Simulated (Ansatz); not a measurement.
C$_{2}$H$_{7}$AlO, SMILES `CO[CH2][AlH2]`, relaxed with RKS PBE0-D4/def2-TZVP in Ansatz from a PBE-D4/def2-SVP geometry. The force threshold is 0.005 eV/Å; the program also tests the step.

Total charge 0; spin multiplicity 1.

Start:

```xyz
11

C    -1.754    0.471   -0.512
O    -0.386    0.225   -0.723
C     0.300   -0.162    0.455
Al    2.223   -0.476    0.074
H    -1.924    1.298    0.224
H    -2.203    0.763   -1.482
H    -2.291   -0.432   -0.127
H     0.199    0.612    1.267
H    -0.153   -1.085    0.915
H     2.837   -0.276   -1.390
H     3.152   -0.937    1.299
```

(1) How much energy does the relaxation release, and in how many steps? (An estimate is asked.)

(2) Which bonds change most? (Estimate.)

(3) Give the relaxed structure. (Estimate.)

Results:

(1) The calculation gave: 3.77 kJ/mol, in 6 steps.

(2) Ansatz gave: C3–H8 from 1.126 to 1.106 Å; C1–H7 from 1.119 to 1.099 Å; C1–H5 from 1.119 to 1.099 Å; C3–H9 from 1.126 to 1.106 Å.

(3) The calculation gave: 
```xyz
11

C    -1.750    0.468   -0.500
O    -0.388    0.233   -0.725
C     0.300   -0.156    0.444
Al    2.210   -0.474    0.077
H    -1.902    1.274    0.233
H    -2.200    0.762   -1.449
H    -2.256   -0.434   -0.127
H     0.193    0.610    1.235
H    -0.154   -1.066    0.881
H     2.828   -0.292   -1.370
H     3.120   -0.924    1.302
```
